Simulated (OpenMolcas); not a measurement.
Cr3+: effect of the metal basis

Cr3+ with its 6 nearest fluoride ions at 1.925 Å, on the Y site of Cs2NaYF6 (a = 9.075 Å, distance in the model lattice 2.178 Å). The rest of the host is ab initio model potentials to 7.6 Å and point charges beyond; the distance is set by hand and nothing relaxes.

```
Program             : OpenMolcas 26.06
Method              : CASSCF
Spin-orbit coupling : state interaction with AMFI integrals over the reference wave functions
```

Fixed: ligand basis ANO-RCC-VDZP, active space 3 electrons in 5 orbitals (3d), DKH2 Hamiltonian.

States (labels of O, the rotations of Oh). Energies in cm-1 above the lowest state or level, χT in cm3 K/mol; 10Dq and B are least-squares fits to the states below 45000 cm-1, weighted by degeneracy, with a free offset, and given where the rms deviation is under 5 % of |10Dq| (or 100 cm-1) and under 700 cm-1.

| Run | Metal basis | Ground state | First state of that spin | 10Dq | B (rms of fit) | First gap with spin-orbit (degeneracies) | χT at 300 K | First state of another spin | Cost |
| --- | --- | --- | --- | --- | --- | --- | --- | --- | --- |
| A | ANO-RCC-VDZP | 4A2 | 4T2 14789 | 14654 | 1064 (64) | 14681 (4, 2) | 1.832 | 2E 19317 | roughly 19 core-seconds |
| B | ANO-RCC-VTZP | 4A2 | 4T2 14273 | 14177 | 1075 (49) | 14168 (4, 2) | 1.832 | 2E 19502 | roughly 30 core-seconds |

Against A, |10Dq| changes by -3.3 % in B.

Costs are those of the RASSCF and RASSI steps.

Without dynamic correlation the repulsion within the d shell is too large (B by tens of per cent), so at a given field states of lower spin stand too high. Ligand-to-metal charge-transfer states are missing. With no ligand orbital active B as a rule stays too high, so bands that hang on it stand too high and its fall with covalency is understated. With metal d orbitals alone and no dynamic correlation 10Dq can be off by a tenth to a fifth, either way, in oxide and fluoride hosts. The distance lies 4 % under the 2.014 Å that this model takes as the normal distance (a Shannon-type radius plus a fixed donor radius, weighted with the host); by an R⁻⁵ law this alone changes a d-shell field by about +25 %. No measured value stands beside these numbers; the geometry was set by hand and not optimised.
